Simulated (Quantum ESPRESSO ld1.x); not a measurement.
Results of a calculation; reference values are marked as such.
Question: Os24+, configuration [Kr] 4d10 4f6 (the NIST ground configuration). Level of theory: scalar-relativistic Kohn-Sham, relativistic LDA (MacDonald-Vosko exchange, VWN5 correlation), spin-unpolarised, spherical densities, point nucleus (ld1.x of Quantum ESPRESSO 7.5). Some entries of the table are withheld. Estimate them.

| orbital | occ. | eigenvalue (hartree) | <r^2> (bohr^2) | <r> (bohr) |
|---|---|---|---|---|
| 1s | 2 | -2723.07 | 0.0004370 | 0.01781 |
| 2s | 2 | -496.850 | 0.006691 | 0.07518 |
| 2p | 6 | -436.739 | 0.005563 | 0.06747 |
| 3s | 2 | (1) | 0.04313 | 0.1943 |
| 3p | 6 | -118.482 | 0.04389 | (2) |
| 3d | 10 | -98.6704 | 0.03627 | (3) |
| 4s | 2 | -48.1674 | 0.1980 | 0.4194 |
| 4p | 6 | -42.1029 | 0.2192 | 0.4400 |
| 4d | 10 | (4) | (5) | 0.4529 |
| 4f | 6 | -26.4126 | 0.2313 | 0.4472 |

Answer: 
(1) 3s eigenvalue (hartree): -136.181
(2) 3p <r> (bohr): 0.1946
(3) 3d <r> (bohr): 0.1761
(4) 4d eigenvalue (hartree): -34.6356
(5) 4d <r^2> (bohr^2): 0.2352
